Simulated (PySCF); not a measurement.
Input file for PySCF: R-MP2/6-31G* on HCl (SMILES Cl) with ghost functions, monomers drawn apart or pushed together.

```python
from pyscf import gto, scf, dft, mp
from pyscf.data.elements import chemcore

mol = gto.M(
    atom='''
    Cl   -0.41272735   -0.34685482   -0.48214466
    H    -0.29103565   -0.24310584    0.79109653
    ghost-C   -0.06816664   -0.04961582    3.03757654
    ghost-H   -0.99852628    0.42612469    2.72747996
    ghost-H    0.03298310    0.04153390    4.11785509
    ghost-H   -0.08361523   -1.10639482    2.77106036
    ghost-H    0.77872615    0.44235785    2.55935811
    ''',
    basis='6-31g*',
    cart=True,
    charge=0, spin=0, verbose=3, max_memory=1800)
mf = scf.RHF(mol)
mf.conv_tol = 1e-8
mf.max_cycle = 100
mf.kernel()
if not mf.converged:
    mf = mf.newton().run(mf.mo_coeff, mf.mo_occ)
pt = mp.MP2(mf, frozen=chemcore(mol)).run()
```

It printed:

```
converged SCF energy = -460.060335851084
E(RMP2) = -460.19319489927  E_corr = -0.132859048186208
E(SCS-RMP2) = -460.191918062029  E_corr = -0.131582210944872
```

The run converged.

Cost: very roughly 0.23 core-seconds.
